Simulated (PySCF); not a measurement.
**Computed structure and properties of [Tm(H2O)]3+**

System: [Tm(H2O)]3+ (singlet in the valence; each metal's 4f electrons, 12 of them, lie in its core potential, out of spins and levels); start: template (C2v). Method: PySCF 2.14.0, RKS r2SCAN, Tm lcecp-1-SVP with ECP58, O def2-SVP, H def2-SVP; non-relativistic Hamiltonian with scalar-relativistic core potentials where named; density fitting; no spin-orbit coupling.

Input of the relaxation:

```python
mol = gto.M(atom='''
Tm     0.00000     0.00000    -0.23854
O      0.00000     0.00000     2.17146
H      0.77000    -0.00000     2.76146
H     -0.77000     0.00000     2.76146''',
    basis={'Tm': 'lcecp-1-SVP', 'O': 'def2-SVP', 'H': 'def2-SVP'},
    ecp={'Tm': 'lcecp-1-SVP'},
    charge=3, spin=0)
mf = dft.RKS(mol, xc='R2SCAN')
mf.grids.atom_grid = (50, 194)  # f atoms: unpruned, at least (60, 302)
mf = mf.density_fit()  # fitting sets: Tm AutoAux, O def2-universal-JKFIT, H def2-universal-JKFIT
mf.conv_tol = 1e-08; mf.max_cycle = 55
mf.kernel(dm0)  # dm0: converged density of the start geometry
# quasi-Newton relaxation in Cartesian coordinates to a largest gradient under 0.00045 Eh/bohr, steps kept in the point group
```

Run from Python with OMP_NUM_THREADS=2; the lines above give its settings. Where DIIS fails, smearing, a level shift and second-order steps follow.
It took 16 s on 2 threads of Arm Neoverse V1, with other jobs on the host, from the converged density of the start.

Course of the relaxation:

```csv
step,energy above end (eV),largest force component within the symmetry (eV/Å)
0,0.3685,3.498
1,0.1668,1.639
2,0.0181,1.238
3,0.0039,0.229
4,0.0002,0.061
5,0.0000,0.002
```

Relaxed geometry (C2v):

```xyz
4

Tm    0.0000    0.0000   -0.0590
O     0.0000    0.0000    2.0820
H     0.7821    0.0000    2.7164
H    -0.7821    0.0000    2.7164
```

| contact | Å |
| --- | --- |
| Tm1–O2 (H2O) | 2.141 |

On the finer grid (75, 302):

The HOMO is -27.07 eV, the LUMO is -21.09 eV and the dipole about the centre of mass is 3.49 D. The set of Mulliken populations of Tm1 outside the core potential is s 2.06, p 6.05, d 0.33, f 0.02. The D3(BJ) dispersion energy (not in the energies) is -0.016 eV.

```
atom  Mulliken (e)  Löwdin (e)  spin (e)
 Tm1          2.54        2.42      0.00
  O2         -0.31        0.06      0.00
  H3          0.39        0.26      0.00
  H4          0.39        0.26      0.00
```

The 4f levels lie in the core potential and are missing. Their spin isn't counted.

No frequency check is given for this geometry.

Taking off one H2O (charge 0, singlet; the rest: singlet) in vacuum, both parts rigid, costs 5.41 eV; the small basis without counterpoise inflates it. Parting with an electron moved from the ligand to the metal can be far cheaper, even downhill.

Rigid scan of H2O along the line from its metal:

(distance to O2 (Å), energy (eV)): (1.84, 0.998), (1.94, 0.377), (2.04, 0.081), (2.14, 0.000), (2.24, 0.060), (2.34, 0.208), (2.54, 0.639)

One start shape was tried, so this needn't be the lowest isomer.

An lcecp potential fixes the number of 4f electrons, so in runs with it no electron can move into or out of that shell.
